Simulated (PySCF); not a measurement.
Molecule: `C[SiH2]c1ccccc1`, C7H10Si.

Atoms are numbered as in `[CH3:1][SiH2:2][c:3]1[cH:4][cH:5][cH:6][cH:7][cH:8]1`; H(Xn) means a hydrogen on atom n.

Geometry PBE0-D3(BJ)/def2-SVP throughout; GIAO in PySCF 2.14, gas phase, one conformer, non-relativistic; equivalent atoms averaged; functional PBE0.

For orientation, 6-31G* gives these absolute shieldings σ: C4/C8 64.7, C3 68.8, C6 70.4, C5/C7 72.4, C1 200.7, Si2 436.7, H(C4)/H(C8) 24.43, H(Si2) 27.03, H(C1) 31.55 ppm.

A run gave: C4/C8 48.4, C3 55.7, C6 53.9, C5/C7 55.4, C1 202.2, Si2 413.5, H(C4)/H(C8) 25.41, H(Si2) 27.79, H(C1) 32.43 ppm (absolute shieldings σ).

Which basis set was used in that run?
A. pcSseg-0
B. STO-3G
C. pcSseg-1
D. def2-SVP
E. cc-pVDZ

## Answers

A. H(Si2) tells them apart best: pcSseg-0 gives 27.79, def2-SVP gives 26.61, STO-3G gives 30.14, cc-pVDZ gives 26.63, pcSseg-1 gives 26.56 ppm.
